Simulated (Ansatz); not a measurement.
Saddle point of AlH6O3F, closed shell (AlH₅O₃ ([OH][AlH]([OH])[OH2]) + HF → AlH₄O₃F ([OH][Al]([OH])([OH2])[F]) + H₂; bonds formed: Al1–F8, H2–H7; bonds broken: Al1–H2, H7–F8), PBE0-D4/def2-TZVP structure:

```json
{"atom": "Al1", "x (Å)": "-0.3946", "y (Å)": "-0.1177", "z (Å)": "-0.0509"}
{"atom": "H2", "x (Å)": "-0.1014", "y (Å)": "-1.5117", "z (Å)": "-1.0027"}
{"atom": "O3", "x (Å)": "-0.6882", "y (Å)": "1.1297", "z (Å)": "-1.2029"}
{"atom": "O4", "x (Å)": "-1.3816", "y (Å)": "-0.6038", "z (Å)": "1.2454"}
{"atom": "H5", "x (Å)": "1.5716", "y (Å)": "0.9116", "z (Å)": "1.0386"}
{"atom": "O6", "x (Å)": "0.6696", "y (Å)": "1.2228", "z (Å)": "0.8929"}
{"atom": "H7", "x (Å)": "0.9230", "y (Å)": "-1.4719", "z (Å)": "-0.5204"}
{"atom": "F8", "x (Å)": "1.6549", "y (Å)": "-1.0435", "z (Å)": "0.1213"}
{"atom": "H9", "x (Å)": "-1.1263", "y (Å)": "0.9782", "z (Å)": "-2.0367"}
{"atom": "H10", "x (Å)": "-1.8168", "y (Å)": "-1.4532", "z (Å)": "1.2511"}
{"atom": "H11", "x (Å)": "0.6899", "y (Å)": "1.9595", "z (Å)": "0.2642"}
```

Energies are electronic, without zero-point energy. Barriers and step energies count from the start structure reached by relaxing down the imaginary mode; all methods use the PBE0-D4 structures, on which another method's saddle can fall below an end. Computed with Ansatz 0.2.0 (basis: def2-TZVPP, with def2-QZVPP for the basis limit); correlated methods freeze the cores. B3LYP uses VWN-RPA correlation. Extrapolation: Hartree–Fock as exp(−7.88 √X), correlation as X^−2.97.

| method | barrier (eV) | step energy (eV) |
| --- | --- | --- |
| SPW92 | ? | -0.918 |
| PBE-D4 | 0.452 | -1.165 |
| BLYP-D4 | 0.508 | -1.304 |
| r2SCAN-D4 | 0.444 | -1.345 |
| B97M-V | 0.562 | -1.268 |
| PBE0-D4 | ? | -1.231 |
| B3LYP-D4 | 0.555 | -1.337 |
| r2SCAN0-D4 | 0.511 | -1.358 |
| BHLYP-D4 | 0.631 | -1.410 |
| CAM-B3LYP-D4 | 0.557 | -1.329 |
| wB97X-V | 0.532 | -1.355 |
| wB97M-V | 0.515 | -1.368 |
| B2PLYP | 0.566 | -1.383 |
| PBE-QIDH | 0.559 | -1.332 |
| RPA on PBE | 0.554 | -1.404 |
| HF | 0.820 | -1.598 |
| MP2 | ? | -1.429 |
| CCSD | 0.615 | -1.427 |
| CCSD(T) | 0.576 | -1.396 |

Problem. Fill in the withheld barriers. (An estimate is asked for; the value comes from the calculation.)

Solution. The calculation gives: SPW92 0.381; PBE0-D4 0.520; MP2 0.545 eV. Each is the energy of the saddle less that of the start structure, by the same method.

For comparison, the barrier by CCSD(T) at an estimated basis limit (MP2 extrapolated from triple and quadruple zeta, plus CCSD(T) − MP2 in triple zeta) is 0.563 eV.

The T1 diagnostic stays at or below 0.012.

Labels in which every atom is bracketed show which atoms are joined, not bond orders.

For scale, one of the runs: CCSD(T)/def2-TZVPP, 250 basis functions, launched by `ansatz run in.yaml --threads 8 --pin off --events-out ev --progress --plain --max-ram 19148MiB`. Time: 85 s of wall clock on 8 CPU threads of an Arm Neoverse V2; the host was shared. Peak host memory: 5.7 GiB.
